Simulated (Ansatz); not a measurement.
Gas-phase electronic energies from Ansatz, PBE0-D4/def2-TZVP geometries. CCSD(T)/CBS is the MP2 limit (def2-TZVPP, def2-QZVPP) plus CCSD(T) − MP2 in def2-TZVPP, frozen cores. This one scheme is used for every species. Functionals use def2-TZVPP. One conformer a species, not always the lowest.

Consider the ligand exchange at a B–O bond: `BOC(=C)N` + `BN` → `BNB` + `C=C(N)O`.

```
             level  ΔE (kJ/mol)  difference from CCSD(T)/CBS
            PBE-D4         29.3                          6.2
               PBE         28.1                          5.0
            r2SCAN         25.0                          1.9
              PBE0         21.5                         -1.6
     HF/def2-TZVPP         11.3                        -11.8
    MP2/def2-TZVPP         21.1                         -2.0
   CCSD/def2-TZVPP         22.0                         -1.1
CCSD(T)/def2-TZVPP         24.6                          1.5
    MP2/def2-QZVPP         20.3                         -2.8
    CCSD/CBS(def2)         20.5                         -2.6
       CCSD(T)/CBS         23.1                            0
```

Largest T1 diagnostic among the species: 0.014.

In def2-TZVPP, CCSD(T) changes the Hartree–Fock value by +13.3 kJ/mol (the triples alone add +2.6 kJ/mol) and MP2 by +9.8 kJ/mol. From PBE to PBE0 (25 % exact exchange), in def2-TZVPP and without D4, ΔE moves by −6.6 kJ/mol.
